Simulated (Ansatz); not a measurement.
```yaml
atoms:
  - { symbol: O, position_ang: [0.0000, 0.0000, -0.1101] }
  - { symbol: H, position_ang: [0.0000, 0.6938, 0.4404] }
  - { symbol: H, position_ang: [0.0000, -0.6938, 0.4404] }
```

Basis set: cc-pVDZ (spherical functions). Left uncorrelated: 1 orbital. Charge 0, multiplicity 1.

Computed with Ansatz (development build ahead of 0.2.0); each method stands on the lowest determinant of its kind that the runs found. Restricted open shells among the atoms or ions are ROHF, correlated in semicanonical orbitals with singles.

The atomization energy at this shape (free ground-state atoms in the same class of orbitals less the molecule, no zero-point energy) of singlet H₂O:

| method | atomization energy |
| --- | --- |
| RHF | 145.19 kcal/mol |

Question: What does RHF-MP2 give?

Answer: 201.76 kcal/mol. Caution: the shape is not the minimum.
